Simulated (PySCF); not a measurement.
LDA on As⁻ (arsenic, charge -1), [Ar] 3d10 4s2 4p4, high-spin 3P determinant. Calculation: PySCF 2.14, in x2c-QZVPPall with one added diffuse shell each of s, p, d, f type (12s9p6d5f1g, 113 functions); the spin-free X2C one-electron Hamiltonian (Gaussian nucleus).

```
cycle= 1 E= -2257.39641342831  delta_E= -0.043  |g|= 0.182  |ddm|= 0.26
cycle= 2 E= -2257.39479810132  delta_E= 0.00162  |g|= 0.248  |ddm|= 0.0797
cycle= 3 E= -2257.39926571491  delta_E= -0.00447  |g|= 0.00866  |ddm|= 0.0387
cycle= 4 E= -2257.39921853417  delta_E= 4.72e-05  |g|= 0.0134  |ddm|= 0.0411
cycle= 5 E= -2257.39935939806  delta_E= -0.000141  |g|= 0.000473  |ddm|= 0.0207
cycle= 6 E= -2257.39935957424  delta_E= -1.76e-07  |g|= 6.84e-05  |ddm|= 0.000959
cycle= 7 E= -2257.39935958438  delta_E= -1.01e-08  |g|= 8.11e-06  |ddm|= 0.000369
cycle= 8 E= -2257.39935958443  delta_E= -4.73e-11  |g|= 6.59e-07  |ddm|= 1.56e-05
converged SCF energy = -2257.39935958443  <S^2> = 2.007564  2S+1 = 3.0050384
```

Highest occupied orbital energy: 1.604 eV; ⟨L²⟩ = 2.03; populations by l: s 8.00, p 16.00, d 10.00, f 0.00.

Problem. Can this result be used?

Solution. With care. Self-consistency was reached. At LDA the highest occupied level has a positive energy, so only the finite basis holds that electron; in a semilocal or global hybrid functional this comes from self-interaction and does not mean that the real anion is unbound.
